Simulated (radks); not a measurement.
The zinc ion Zn2+, 28 electrons, occupied as [Ar] 3d10 (the NIST ground configuration). Method: non-relativistic Kohn-Sham, PBE, spin-polarised, spherical densities, point nucleus; computed with a radial shooting solver on a logarithmic mesh with Libxc functionals.

Local quantities along the radius. ELF = 1/(1 + alpha^2) is the electron localisation function; alpha = (tau - tau_W)/tau_unif compares the Pauli kinetic energy density with that of the uniform gas (summed over spins); -r V(r) is the screened charge that the Kohn-Sham potential of spin up presents (atomic units).

r (bohr)	ELF	alpha	-r V(r)
0.001676	1.000	0.01540	29.84
0.002131	1.000	0.01598	29.79
0.002709	1.000	0.01674	29.72
0.003472	1.000	0.01780	29.63
0.004413	1.000	0.01921	29.52
0.00561	1.000	0.02117	29.38
0.007132	0.999	0.02396	29.20
0.009067	0.999	0.02805	28.98
0.01162	0.999	0.03456	28.68
0.01477	0.998	0.04473	28.32
0.01878	0.996	0.06209	27.87
0.02387	0.991	0.09397	27.32
0.03035	0.976	0.1576	26.66
0.03858	0.920	0.2950	25.86
0.04943	0.727	0.6124	24.87
0.06284	0.421	1.172	23.75
0.07989	0.285	1.582	22.44
0.1016	0.396	1.234	21.00
0.1291	0.653	0.7294	19.42
0.1654	0.796	0.5068	17.59
0.2103	0.759	0.5641	15.69
0.2674	0.454	1.096	13.68
0.3399	0.215	1.913	11.59
0.4321	0.399	1.228	9.615
0.5537	0.706	0.6454	7.617
0.7039	0.772	0.5441	5.873
0.8948	0.695	0.6626	4.516
1.138	0.484	1.033	3.594
1.446	0.231	1.826	3.024
1.853	0.081	3.375	2.683
2.356	0.023	6.453	2.508
2.995	0.004	14.92	2.399

On this mesh the ELF has minima near r = 0.080, 0.34 bohr, which separate the shells, and maxima near 0.19 (0.80), 0.70 (0.77).
